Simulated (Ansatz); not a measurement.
A CCSD(T) single point on GeH7N3 (`[NH2][GeH]([NH2])[NH2]`).

```yaml
crystal:
  periodic: [false, false, false]
  atoms:
    - {symbol: N, position_ang: [-1.236700, 1.127024, -0.443468]}
    - {symbol: Ge, position_ang: [0.335069, 0.288417, -0.006942]}
    - {symbol: N, position_ang: [0.027823, -0.774183, 1.455785]}
    - {symbol: N, position_ang: [0.949406, -0.929395, -1.226098]}
    - {symbol: H, position_ang: [-1.311019, 2.093820, -0.164837]}
    - {symbol: H, position_ang: [-2.081600, 0.632479, -0.195917]}
    - {symbol: H, position_ang: [1.391307, 1.409513, 0.099408]}
    - {symbol: H, position_ang: [0.809482, -1.358179, 1.718987]}
    - {symbol: H, position_ang: [-0.320229, -0.294290, 2.273154]}
    - {symbol: H, position_ang: [1.178269, -0.539743, -2.129798]}
    - {symbol: H, position_ang: [0.323692, -1.712462, -1.359873]}
basis:
  gaussian: {orbitals: def2-SVP}
correlation: {method: ccsd_t}
```

```sh
$ ansatz run in.yaml --threads 4 --pin off --events-out ev --progress --plain --max-ram 10444MiB
```

Log, shortened:

```
Functional definition: HF
  name "HF"
  cite "Fock, Z. Phys. 61, 126 (1930) doi:10.1007/BF01340294"
  parent pbe
  exchange = exact_x
  correlation = 0
1108 factors; integrals over basis functions are off by at most 1.2e-3 eV
mean field evaluation 1: about -61015.1429 eV, gradient 4.7e1 eV
mean field evaluation 2: about -61015.2040 eV, gradient 4.7e1 eV
mean field evaluation 4: about -61019.8678 eV, gradient 3.1e0 eV
mean field evaluation 8: about -61019.9036 eV, gradient 2.0e-4 eV
mean field -61019.90364859 eV, -2242.4400983093 hartree, gradient 2.8e-6 eV, S^2 0.000000; 0 other end points of the search recorded, 0 dependent functions left out
12 core orbitals not correlated: weight in the atoms' cores, before any rotation towards them, 1.000 or more for the frozen orbitals, at most 0.000 for the correlated occupied ones
reference -61019.90364859 eV, -2242.4400983093 hartree; 18, 18 occupied and 79, 79 virtual orbitals, 1108 factors
second order -20.42329903 eV of doubles, -0.00000000 eV of singles
cycle   1  -20.61969656 eV  change   -2.0e-1 eV  update   9.4e-2
cycle   2  -21.14672756 eV  change   -5.3e-1 eV  update   2.7e-2
cycle   3  -21.24231141 eV  change   -9.6e-2 eV  update   1.3e-2
cycle   4  -21.23691285 eV  change    5.4e-3 eV  update   2.7e-3
cycle   5  -21.23734774 eV  change   -4.3e-4 eV  update   1.2e-3
cycle   6  -21.23708620 eV  change    2.6e-4 eV  update   3.7e-4
cycle   7  -21.23695100 eV  change    1.4e-4 eV  update   1.5e-4
cycle   8  -21.23693191 eV  change    1.9e-5 eV  update   4.6e-5
cycle   9  -21.23691418 eV  change    1.8e-5 eV  update   1.5e-5
perturbative correction -0.56351444 eV, -0.0207087736 hartree
Total energy: -61041.70407721 eV, -2243.2412492842 hartree
```

Hardware: 4 threads of an Intel Xeon Platinum 8259CL on a shared host. Wall time 6.5 s, peak host memory 0.57 GiB.

MP2 recovers 93.7 % of the CCSD(T) correlation energy and the triples give 2.6 %; T1 = 0.0102.
